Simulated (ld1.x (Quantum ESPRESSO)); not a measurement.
# Before and after: TM potential for Mn (Z = 25)

manganese (Mn), norm-conserving Troullier–Martins (Kleinman–Bylander form), made with ld1.x (Quantum ESPRESSO) 7.5 (LDA (PZ), scalar-relativistic). Core [Ne] 3s2, reference 3p6 3d5 4s0 4p0 (charge +2). Waves: 3p (bound): rc 0.95 bohr; 3d (bound): rc 1.55 bohr; 4s (bound, empty): rc 2.35 bohr. Local part: the s channel. Core correction: none.

All-electron outer shells of the reference configuration (LDA (PZ), scalar-relativistic, ld1.x):

```csv
shell,level (eV),outermost node (bohr),outermost maximum (bohr)
3s,-103.31,0.34,0.74
3p,-72.40,0.31,0.75
3d,-24.62,–,0.75
4s,-19.58,1.05,2.24
4p,-13.91,1.14,2.63
```

Change: all radii scaled by about 1.26 (s 2.96, p 1.20, d 1.96 bohr).

Cutoffs: the cutoffs (Ry, on a coarse ladder) from which the occupation-weighted sum of valence levels, in a spherical-Bessel basis at the reference potential, stays within 10 and 1 mRy of its value at 400 Ry; they do not see the model core or the augmentation charge, which bear on the density cutoff. Errors are all-electron minus pseudo energies relative to the spin-unpolarised reference configuration.

**Question.** What does the change do?

**Answer.** The potential gets softer (110 Ry and 200 Ry → 70 Ry and 120 Ry); of the 9 tests that both files solve, the error grows in 1 and shrinks in 5 by more than 15 % and 0.3 meV (median size 171.3 → 121.4 meV); neither file shows a bound ghost at the reference potential, the only one tested. A larger radius leaves more room for a smooth pseudo-wave, so fewer plane waves are needed.

| quantity | base | changed |
| --- | --- | --- |
| cutoff, loose | 110 Ry | 70 Ry |
| cutoff, tight | 200 Ry | 120 Ry |
| loose cutoff by channel (10 mRy a level) | p 55 Ry, d 90 Ry | p 50 Ry, d 60 Ry |
| bound ghosts | none | none |
| error for 3p6 3d5 4s2 4p0, meV [ΔE -24.53 eV] | -12 | +4.9 |
| error for 3p6 3d5 4s1 4p0, meV [ΔE -15.88 eV] | -4.6 | -3.8 |
| error for 3p6 3d4 4s0 4p0, meV [ΔE 32.81 eV] | -247 | -121 |
| error for 3p6 3d3 4s0 4p0, meV [ΔE 83.85 eV] | -908 | -167 |
| error for 3p6 3d6 4s1 4p0, meV [ΔE -24.93 eV] | -104 | -101 |
| error for 3p6 3d5.5 4s1.5 4p0, meV [ΔE -25.04 eV] | -17 | -26 |
| error for 3p6 3d6 4s0 4p0, meV [ΔE -17.51 eV] | -171 | -136 |
| error for 3p6 3d5 4s0 4p0 (spin-polarised), meV [ΔE -5.47 eV] | +1186 | +1075 |
| error for 3p6 3d5 4s2 4p0 (spin-polarised), meV [ΔE -29.58 eV] | +1134 | +1029 |

Base: These tests converged, but a pseudo level misses the all-electron one widely, so the file describes the atom poorly there or has found another state: 3p6 3d4 4s0 4p0: empty 4p by 2.9 eV; 3p6 3d3 4s0 4p0: empty 4p by 4.6 eV (a node warning on the way). Changed file: These tests converged, but a pseudo level misses the all-electron one widely, so the file describes the atom poorly there or has found another state: 3p6 3d4 4s0 4p0: empty 4p by 3.0 eV (a node warning on the way); 3p6 3d3 4s0 4p0: empty 4p by 4.8 eV.
